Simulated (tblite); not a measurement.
C6H16P2.
Cartesian coordinates in Å at the GFN2-xTB level; atoms count from 1:
```xyz
24
C6H16P2 angstrom
C      0.8815   -1.6115   -1.1947
P      0.6882   -0.7336    0.4171
C      1.7657    0.7332    0.0097
P      3.5061    0.1138    0.2373
C     -1.0473    0.0248    0.2602
C     -2.0220   -1.1366    0.0619
C     -1.3310    0.6949    1.6066
C     -1.2124    1.0443   -0.8627
H      0.3291   -2.5486   -1.1637
H      1.9412   -1.8382   -1.3146
H      0.5464   -1.0091   -2.0377
H      1.6297    1.0600   -1.0248
H      1.5663    1.5616    0.6921
H      4.1128    1.3704    0.2404
H      3.4505    0.0761    1.6278
H     -3.0493   -0.7928    0.1774
H     -1.8361   -1.9161    0.8003
H     -1.9186   -1.5698   -0.9306
H     -1.2275   -0.0265    2.4153
H     -2.3428    1.0979    1.6301
H     -0.6352    1.5126    1.7881
H     -0.6007    1.9269   -0.6888
H     -0.9528    0.6231   -1.8318
H     -2.2535    1.3630   -0.9074
```

Computed values, GFN2-xTB/tblite, gas phase, harmonic and unscaled. Errors from tens to a few hundred cm⁻¹ against measured bands are possible. Modes of hydrogen on phosphorus can be 10 to 20 % off. One conformer, not necessarily the lowest.

Harmonic wavenumbers (cm⁻¹): 50.6, 71.6, 106.4, 161.6, 176.2, 183.4, 197.4, 224.6, 237.5, 244.0, 276.2, 284.9, 314.3, 358.8, 393.8, 404.1, 596.5, 657.6, 693.2, 733.3, 749.3, 834.5, 853.0, 861.7, 870.0, 912.1, 957.3, 961.6, 963.5, 1021.9, 1024.4, 1043.9, 1106.6, 1135.8, 1196.1, 1221.9, 1232.5, 1313.0, 1388.2, 1403.6, 1403.7, 1423.6, 1438.2, 1448.4, 1488.6, 1491.2, 1492.6, 1504.4, 1509.2, 1509.4, 2268.7, 2336.0, 2925.0, 2946.3, 2986.6, 2991.1, 3001.2, 3003.0, 3006.8, 3010.3, 3013.6, 3014.6, 3022.4, 3023.6, 3030.8, 3031.7.

A = 2400, B = 802.7, C = 731.5 MHz; mass 150.073 u (most abundant isotopes); point group C1, symmetry number 1.

Q: What is the zero-point energy?

A: ½Σν̃ = 44369 cm⁻¹ = 530.77 kJ/mol.

Q: Entropy at 400 K, 1 bar (ideal gas, RRHO, classical rotation)?

A: Translation 177.46, rotation 128.40, vibration 215.23: S = 521.1 J/(mol K).

Q: And Cp and H(400 K) − H(0)?

A: Cp = 249.89 J/(mol K), of which vibrations give 216.64 (their classical limit is 66 R = 548.8); H(400 K) − H(0) = 58.67 kJ/mol without the zero-point energy, 45.37 from vibrations.

Q: How do the functions run with temperature in this model?

A: 
```tsv
T (K)	S (J/(mol K))	Cp (J/(mol K))	H − H(0) (kJ/mol)	G − H(0) (kJ/mol)	ln q(vib)
150	346.0	125.9	11.52	-40.37	3.51
250	422.1	176.1	26.64	-78.89	7.04
298.15	455.2	200.4	35.70	-100.01	8.73
600	638.2	328.7	116.96	-265.95	18.90
900	787.8	408.3	228.42	-480.55	28.19
```

q(vib) and H(0) count from the zero-point level.

Q: Blend soft modes into free rotors: weight 1/[1 + (100 cm⁻¹/ν̃)⁴] for the oscillator and the rest for a rotor with moment μB/(μ + B), μ = h/(8π²ν), B = 10⁻⁴⁴ kg m². What vibrational entropy results?

A: 203.11 J/(mol K) in place of 215.23, which changes −T·S at 400 K by +4.85 kJ/mol.

Q: Which modes carry the vibrational entropy at 400 K?

A: 50.6 cm⁻¹: 22.49; 71.6 cm⁻¹: 19.62; 106.4 cm⁻¹: 16.35; 161.6 cm⁻¹: 12.94; 176.2 cm⁻¹: 12.24; 183.4 cm⁻¹: 11.92 J/(mol K); the other 60 give 119.67 together.

Hindered rotation and anharmonicity are outside this model. Other conformers, if any are populated, would add a mixing term that is left out. The structure is chiral; the term R ln 2 for an equal mix with its mirror image is left out.

Hardware: one thread of an Arm Neoverse V2, no GPU, on a shared host. Cost: 1.1 s. This covers the Hessian and the dipole derivatives.
